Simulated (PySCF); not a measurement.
# Charge-transfer reorganisation: `C=CC1=C([SiH3])C[P@](=S)(CO)C1`, C₇H₁₃OPSSi

Cartesian coordinates in Å; atom numbers follow the order of the lines, from 1:
```xyz
24

C    -3.123   -1.434    1.085
C    -2.593   -0.576    0.182
C    -1.268    0.033    0.259
C    -0.789    0.934   -0.666
Si   -1.754    1.555   -2.174
C     0.601    1.483   -0.399
P     1.319    0.320    0.862
S     2.624    0.926    2.206
C     2.065   -1.122   -0.072
O     2.557   -2.040    0.865
C    -0.340   -0.301    1.413
H    -2.572   -1.751    1.989
H    -4.137   -1.847    0.948
H    -3.206   -0.298   -0.697
H    -2.251    0.419   -3.035
H    -0.827    2.413   -2.996
H    -2.946    2.388   -1.765
H     1.247    1.543   -1.304
H     0.584    2.507    0.045
H     2.851   -0.697   -0.750
H     1.291   -1.625   -0.694
H     3.054   -1.496    1.536
H    -0.266   -1.388    1.638
H    -0.625    0.219    2.356
```

Method used: UKS PBE/def2-SV(P) four-point reorganisation energy, gas phase (PySCF). Geometry: PBE/def2-SV(P).

The conformer changes in this relaxation, which adds to the reorganisation energy.

Q: What is the inner reorganisation energy for hole transfer, with the ionisation energy?

A: λ = 0.182 (surface of the oxidised species) + 0.306 (surface of the starting species) = 0.488 eV. The ionisation energy is 7.91 eV vertical and 7.72 eV adiabatic without zero-point energy; at the relaxed geometry of the oxidised species the two energies differ by 7.42 eV. Largest bond changes: P7–C9 1.873 → 1.927 Å, P7–S8 1.969 → 1.998 Å, C4–Si5 1.895 → 1.918 Å, C9–O10 1.401 → 1.384 Å, C3–C4 1.378 → 1.392 Å. ⟨S²⟩ of the relaxed oxidised species 0.752.

The conformer changes in this relaxation, which adds to the reorganisation energy.

Q: What is the inner reorganisation energy for electron transfer, with the electron affinity?

A: λ = 0.362 (surface of the reduced species) + 0.331 (surface of the starting species) = 0.693 eV. The electron affinity is 0.25 eV vertical and 0.61 eV adiabatic without zero-point energy; at the relaxed geometry of the reduced species the two energies differ by 0.94 eV. Largest bond changes: C3–C4 1.378 → 1.443 Å, C4–Si5 1.895 → 1.833 Å, C2–C3 1.460 → 1.422 Å, C1–C2 1.355 → 1.392 Å, P7–S8 1.969 → 2.001 Å. ⟨S²⟩ of the relaxed reduced species 0.754.

The highest occupied orbital of the reduced species is unbound in this basis, so its energies are rough.
